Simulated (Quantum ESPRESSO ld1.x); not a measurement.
All-electron atom: K2+ in [Ne] 3s2 3p5. Calculated with ld1.x of Quantum ESPRESSO 7.5: scalar-relativistic Kohn-Sham, LDA (Slater exchange, Perdew-Zunger correlation), spin-polarised, spherical densities, point nucleus; open shells are filled with parallel spins first.

Unscreened Slater integrals over Kohn-Sham orbitals (hartree). They are taken over the spin-up orbitals.

integral,value
"F0(3p,3p)",0.66911
"F2(3p,3p)",0.33638
"F0(3p,3s)",0.69780
"G1(3p,3s)",0.46345
"F0(3p,2p)",0.91205
"F2(3p,2p)",0.16786
"G0(3p,2p)",0.067036
"G2(3p,2p)",0.068276
"F0(3p,2s)",0.89824
"G1(3p,2s)",0.051274
"F0(3s,3s)",0.73054
"F0(3s,2p)",0.97259
"G1(3s,2p)",0.077174
"F0(3s,2s)",0.96116
"G0(3s,2s)",0.061784
"F0(2p,2p)",2.6102
"F2(2p,2p)",1.2161
"F0(2p,2s)",2.4406
"G1(2p,2s)",1.4313
"F0(2s,2s)",2.3291

Derived for the open shells (J is the average intra-shell exchange parameter used in DFT+U). 3p: J = F2/5 = 0.06728 hartree.
